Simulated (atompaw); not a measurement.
# Building the PAW (atompaw) potential for V (PBE, scalar-relativistic).

atompaw 4.2.0.5 input, output lines left out:

```
V 23
GGA-PBE scalarrelativistic loggrid 1500 logderivrange -5 5 251
4 4 3 0 0 0
4 1 0
3 2 3
0 0 0
c
c
c
v
c
v
v
v
2
2.45 2.00 2.05 2.20
y
0.15
n
n
y
1.35
n
custom polynom2 7 10 vanderbiltortho sinc
bessel
2.45
2.45
1.70
2.45
2.05
2.05
```

Results:

| Item | Value |
| --- | --- |
| Cutoffs needed | 25 Ry and 70 Ry (the cutoffs (Ry, on a coarse ladder) from which the occupation-weighted sum of valence levels, in a spherical-Bessel basis at the reference potential, stays within 10 and 1 mRy of its value at 400 Ry) |
| Ghost test | no extra level below or beside the all-electron valence levels (s, p, d, f tested) (spherical-Bessel basis up to 400 Ry, 20 bohr box) |
| Lowest eigenvalue of the overlap operator | 0.44 (s channel) |
| Overlap eigenvalues printed by atompaw (projector basis) | 0.529, 1.31, 3.31, 154, 273, 1.54e+03 |
| Share of each valence orbital outside the PAW sphere | 4s 75 %, 3p 1 %, 4p 91 %, 3d 12 % |

Generation and tests took about 3.6 s on one core of a shared server CPU.
